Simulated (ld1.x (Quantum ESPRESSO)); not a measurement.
**F: RRKJ pseudisation with PBE, scalar-relativistic reference atom.**

fluorine, norm-conserving RRKJ (Kleinman–Bylander form), made with ld1.x (Quantum ESPRESSO) 7.5 (PBE, scalar-relativistic). Core [He], reference 2s2 2p5. Waves: 2s (bound): rc 0.84 bohr; 3d channel at -0.15 Ry: rc 1.40 bohr; 2p (bound): rc 1.70 bohr. Local part: the p channel. Core correction: a·sin(br)/r model core inside 0.75 bohr. rho0 = 0.005.

Poles of the logarithmic derivatives, all-electron (AE) and pseudo (PS). s: poles at -1.7 (AE) and -1.7 (PS) Ry. p: poles at -0.2 (AE) and -0.2 (PS) Ry. d: poles at no energy (AE) and no energy (PS) Ry. Test radius 1.84 bohr.

* Cutoffs needed: 160 Ry and 200 Ry (the cutoffs (Ry, on a coarse ladder) from which the occupation-weighted sum of valence levels, in a spherical-Bessel basis at the reference potential, stays within 10 and 1 mRy of its value at 400 Ry)
* Ghost test: no extra level below or beside the all-electron valence levels (s, d, p, f tested) (spherical-Bessel basis up to 400 Ry, 20 bohr box)
* Largest excitation error: +1233 meV (all-electron minus pseudo) for 2s2 2p2, out of 7 test configurations
